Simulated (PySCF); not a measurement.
**ZnF at UHF-MP2**

Level: UHF-MP2. basis Zn pcseg-1, F pcseg-1; no relativity; PySCF 2.14.

For ZnF, the state is ²Σ⁺ (doublet), unpaired electrons σ ↑, the bond length is 1.795 Å and the harmonic wavenumber is 650 cm⁻¹. The force constant is 3.65 mdyn/Å and the rotational constant Be is 0.3571 cm⁻¹. The anharmonicity ωexe is 2.81 cm⁻¹. The vibration–rotation constant αe is 0.00226 cm⁻¹ and the well depth De to Zn + F is 307 kJ/mol. The dissociation energy D0 is 303 kJ/mol.

Correlated steps freeze 6 core orbitals. Correlated levels converge slowly with the basis: in double zeta they bind strong bonds too weakly, by up to about 1 eV, and carry superposition errors of some tenths. The state is the lowest determinant that a PBE0 search found; another state may lie lower at other levels.
